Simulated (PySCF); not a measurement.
isocyanic acid (CHNO), SMILES C(=O)=N.

Coordinates come from a PBE0-D3(BJ)/def2-TZVP optimisation.

All values below come from B3LYP/def2-TZVPD (PySCF).

The molecule is in vacuum.

Computed frontier levels, gap, dipole moment and polarisability:
The highest occupied level is -8.64 eV and the lowest empty level comes out as -0.38 eV. The orbital gap comes out as 8.26 eV, the dipole moment is 2.09 D and the quadrupole, principal values (traceless, Buckingham form, about the centre of nuclear charge) is -3.87, -0.42, 4.28 D·Å. The mean static polarisability comes out as 22.8 bohr³ (3.38 Å³) and the polarisability, principal values is 16.5, 17.0, 34.9 bohr³.
